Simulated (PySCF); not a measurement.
Mo(NMe)(S)(F)(NH2) (CH5FMoN2S), SMILES C[N]=[Mo]([NH2])([F])=[S], multiplicity 1.

The structure is a stationary point at B3LYP-D3(BJ)/def2-SVP. The multiplicity is an assumed one; other spin states were not compared. The def2 effective core potentials stand for the cores of Mo; spin–orbit coupling is left out. The values are those of a single conformer.

Level of theory: PBE/def2-TZVP (PySCF).

Isolated molecule, no solvent.

| Item | Result |
|---|---|
| total energy | -716.74109 hartree |
| highest occupied level | -6.05 eV |
| lowest empty level | -2.90 eV |
| orbital gap | 3.15 eV |
| dipole moment | 0.793 e·Å |
| quadrupole, principal values (traceless, Buckingham form, about the centre of nuclear charge) | -13.23, 0.45, 12.78 D·Å |
| mean static polarisability | 94.1 bohr³ (13.95 Å³) |
| polarisability, principal values | 71.9, 97.0, 113.4 bohr³ |
